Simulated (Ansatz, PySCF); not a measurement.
Spin states of F2Zr (SMILES [F][Zr][F]), each relaxed with B3LYP-D3(BJ)/def2-TZVP.
State 1 (charge 0, multiplicity 3):
```xyz
3

Zr     0.453     0.058    -0.079
F     -0.506     1.319    -1.173
F      0.020    -1.330     1.182
```
State 2 (charge 0, multiplicity 1):
| atom | x (Å) | y (Å) | z (Å) |
|---|---|---|---|
| Zr | 0.6696 | 0.0781 | -0.1047 |
| F | -0.5804 | 1.1431 | -1.0130 |
| F | -0.1224 | -1.1738 | 1.0473 |

Singlets are restricted, other states unrestricted; no spin–orbit coupling, no relativity up to Kr; see below for the cores. The largest T1 diagnostic is 0.022.

Programs: Ansatz (Gaussian basis) for Hartree–Fock, density functionals and correlated methods; PySCF for the dispersion terms. Values without a source in brackets are computed. In def2 rows elements past Kr take small-core potentials, without spin–orbit coupling.

**Question.** Estimate the energy of the multiplicity-1 state less that of the multiplicity-3 state that CAM-B3LYP-D4/def2-TZVPP returns for this input.

**Answer.** 9.4 kcal/mol

**Question.** Predict the energy of the multiplicity-1 state less that of the multiplicity-3 state from B3LYP/def2-TZVPP.

**Answer.** 8.6 kcal/mol

**Question.** Estimate the energy of the multiplicity-1 state less that of the multiplicity-3 state that PBE/def2-TZVPP returns for this input.

**Answer.** 7.8 kcal/mol

Ansatz is an electronic-structure program.
